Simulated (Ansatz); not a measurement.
Born–Oppenheimer molecular dynamics of ClF2GeH (5 atoms, charge 0, multiplicity 1). It starts from a relaxed structure.

These are results of Ansatz, RKS B3LYP-D4/def2-SVP, not measurements.

```json
{"ensemble": "NVT, Langevin thermostat", "time step": "0.5 fs", "steps asked": "150", "set temperature": "400 K", "friction": "0.01 /fs", "masses": "H 10 u", "seed": "723782"}
```

First frame:

```xyz
5
Properties=species:S:1:pos:R:3
Ge 0.061 0.000 0.034
Cl -0.035 0.000 2.166
H 1.474 0.000 -0.538
F -0.811 1.376 -0.538
F -0.811 -1.376 -0.538
```

Problem. What does the run give?

Solution. The run went to its last step.

```yaml
steps_done: 150
time_covered: 75 fs
mean_temperature_over_the_second_half: 313 K
spread_of_the_potential_energy_over_the_second_half: 3.5 meV per atom
mean_potential_energy_of_the_second_half_above_the_start: 24.7 meV per atom
```

The mean temperature of the second half is 22 % below the set value. A run of 0.075 ps of so small a system gives no equilibrium averages.

Problem. What happens to the structure?

Solution. The same pairs are bonded in the first frame and the last. Pairs count as bonded within 1.25 times the sum of covalent radii (0.12 Å more for H–H). Another seed would give other details.

Problem. How do temperature and energy run in time?

Solution. 
| time (fs) | T (K) | potential energy less start (eV) |
| --- | --- | --- |
| 0 | 320 | 0.000 |
| 3.5 | 329 | 0.010 |
| 7 | 282 | 0.035 |
| 10.5 | 198 | 0.059 |
| 14 | 217 | 0.076 |
| 17.5 | 164 | 0.094 |
| 21 | 141 | 0.117 |
| 24.5 | 113 | 0.148 |
| 28 | 88 | 0.170 |
| 31.5 | 63 | 0.168 |
| 35 | 151 | 0.158 |
| 38.5 | 194 | 0.142 |
| 42 | 219 | 0.133 |
| 45.5 | 276 | 0.135 |
| 49 | 254 | 0.137 |
| 52.5 | 289 | 0.129 |
| 56 | 386 | 0.108 |
| 59.5 | 389 | 0.090 |
| 63 | 387 | 0.095 |
| 66.5 | 379 | 0.118 |
| 70 | 313 | 0.141 |
| 73.5 | 340 | 0.133 |

Time of the run: 9.2 min on 1 thread of Intel(R) Xeon(R) Platinum 8259CL CPU @ 2.50GHz (Skylake/Cascade Lake) (shared host), peak memory 0.19 GiB.
